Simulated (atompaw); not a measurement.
**Scattering properties, PAW (atompaw) potential for Cd**

```json
{
  "Element": "Cd",
  "Generator": "atompaw 4.2.0.5",
  "Type": "PAW",
  "Functional": "PBE",
  "Relativity": "scalar-relativistic",
  "Frozen core": "[Ar] 3d10",
  "Valence charge": "20",
  "Reference configuration": "4s2 4p6 4d9 5s0 5p0 (charge +3)",
  "Partial waves": "4s (bound): rc 1.25 bohr; 5s (bound, empty): rc 1.50 bohr; 4p (bound): rc 1.15 bohr; 5p (bound, empty): rc 1.85 bohr; 4d (bound): rc 1.85 bohr; 4d channel at -2.95 Ry: rc 1.85 bohr",
  "Local potential": "bessel scheme, radius 1.65 bohr",
  "Core correction": "smooth core density matched at 1.15 bohr",
  "Augmentation charge": "besselshape compensation charge, radius 1.80 bohr; PAW radius 1.85 bohr; waves and projectors: modrrkj vanderbiltortho"
}
```

The phase is arctan(r·u′/u) with u = r·R(r), unwrapped; energies in Ry, scanned from -12 to 5 Ry. A pole is an energy at which the radial function vanishes at the test radius. The pseudo phase is shifted by a multiple of π to meet the all-electron one at the reference energy, and phase errors are pseudo minus all-electron; the curves can meet again beyond the range given. Levels narrower than the energy grid can be missing from the lists of poles.

| channel | radius (bohr) | reference energy (Ry) | poles, all-electron | poles, pseudo | unbroken range about the reference energy with phases within 0.05 rad | phase error 1 Ry above the reference energy (rad) |
| --- | --- | --- | --- | --- | --- | --- |
| s | 1.85 | -2.37 | -10.25, 4.38 | -10.25, 3.85 | the whole range | -0.004 |
| p | 1.85 | -1.78 | -7.22 | -7.22 | the whole range | +0.000 |
| d | 1.85 | -3.37 | -2.53 | -2.53 | below 1.8 | -0.000 |

Phases in the d channel:

```
E (Ry)  all-electron  pseudo
-12.00         1.394   1.393
-11.52         1.389   1.389
-11.04         1.384   1.383
-10.56         1.378   1.377
-10.08         1.371   1.371
 -9.60         1.364   1.363
 -9.12         1.356   1.355
 -8.64         1.346   1.345
 -8.16         1.335   1.334
 -7.68         1.322   1.321
 -7.20         1.306   1.305
 -6.72         1.286   1.286
 -6.24         1.260   1.259
 -5.76         1.223   1.223
 -5.28         1.168   1.168
 -4.80         1.069   1.069
 -4.32         0.839   0.839
 -3.84         0.014   0.014
 -3.36        -1.133  -1.133
 -2.88        -1.468  -1.468
 -2.40        -1.599  -1.599
 -1.92        -1.674  -1.674
 -1.44        -1.729  -1.729
 -0.96        -1.776  -1.777
 -0.48        -1.823  -1.825
  0.00        -1.875  -1.878
  0.48        -1.937  -1.944
  0.96        -2.019  -2.032
  1.44        -2.135  -2.162
  1.92        -2.315  -2.375
  2.40        -2.615  -2.748
  2.88        -3.088  -3.310
  3.36        -3.612  -3.823
  3.84        -3.983  -4.133
  4.32        -4.204  -4.311
  4.80        -4.340  -4.421
```
